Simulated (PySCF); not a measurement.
Two-component Hartree-Fock for Tl(3+) (thallium, charge +3)

Start: [Xe] 4f14 5d10. Calculated with PySCF 2.14 in x2c-TZVPPall-2c with one added diffuse shell each of s, p, d, f type (12s12p10d4f, 126 functions): generalised Hartree-Fock with the X2C-1e Hamiltonian and a Gaussian nucleus; spin-orbit coupling (SO) screened by Boettger's factors.

```csv
spinor shell,electrons,"ε, screened SO (eV)",weight of nominal j (screened SO),"rms radius, screened SO (bohr)"
1s1/2,2,-86009.7,1.000,0.0184
2s1/2,2,-15490.3,1.000,0.0743
2p1/2,2,-14846.2,1.000,0.0628
2p3/2,4,-12775.4,1.000,0.0710
3s1/2,2,-3790.3,1.000,0.189
3p1/2,2,-3500.8,1.000,0.181
3p3/2,4,-3033.8,1.000,0.197
3d3/2,4,-2561.8,1.000,0.173
3d5/2,6,-2462.6,1.000,0.178
4s1/2,2,-906.84,1.000,0.416
4p1/2,2,-781.10,1.000,0.420
4p3/2,4,-666.00,1.000,0.454
4d3/2,4,-460.52,1.000,0.465
4d5/2,6,-438.45,1.000,0.476
5s1/2,2,-181.63,1.000,0.944
4f5/2,6,-170.39,1.000,0.509
4f7/2,8,-165.83,1.000,0.511
5p1/2,2,-137.57,1.000,1.01
5p3/2,4,-116.65,1.000,1.11
5d3/2,4,-53.238,1.000,1.40
5d5/2,6,-50.669,1.000,1.45
```

```
   quantity   screened SO
E (hartree)  -20263.21758
        M_J             0
       ⟨J²⟩         0.000
       ⟨L²⟩         0.189
       ⟨S²⟩         0.189
```

Breit and QED terms are absent; they matter most for the inner s and p1/2 levels.

Densities and radii are taken from the X2C orbitals without a picture-change correction, which distorts them close to the nucleus.
